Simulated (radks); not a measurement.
All-electron atom: the copper ion Cu+ in [Ar] 3d10. All-electron calculation, scalar-relativistic Kohn-Sham, PBEsol, spin-polarised, spherical densities, finite nucleus; Fermi nuclear charge, rms radius 3.8823 fm; hard spherical wall at 20 bohr. Program: a radial shooting solver on a logarithmic mesh with Libxc functionals.

Unscreened Slater integrals over Kohn-Sham orbitals (hartree). They are taken over the spin-up orbitals. Empty in this configuration: 4s.

F0(3d,3d): 0.93952
F2(3d,3d): 0.41647
F4(3d,3d): 0.25587
F0(3d,3p): 1.0540
F2(3d,3p): 0.48284
G1(3d,3p): 0.59697
G3(3d,3p): 0.35837
F0(3d,3s): 1.0761
G2(3d,3s): 0.44870
F0(3d,2p): 1.3639
F2(3d,2p): 0.25126
G1(3d,2p): 0.18631
G3(3d,2p): 0.10585
F0(3d,4s): 0.44240
G2(3d,4s): 0.058428
F0(3p,3p): 1.2053
F2(3p,3p): 0.59945
F0(3p,3s): 1.2332
G1(3p,3s): 0.81432
F0(3p,2p): 1.6451
F2(3p,2p): 0.32592
G0(3p,2p): 0.12550
G2(3p,2p): 0.13213
F0(3p,4s): 0.45531
G1(3p,4s): 0.023705
F0(3s,3s): 1.2637
F0(3s,2p): 1.6867
G1(3s,2p): 0.13725
F0(3s,4s): 0.45686
G0(3s,4s): 0.016900
F0(2p,2p): 4.4218
F2(2p,2p): 2.0855
F0(2p,4s): 0.48119
G1(2p,4s): 0.0082621
F0(4s,4s): 0.34976
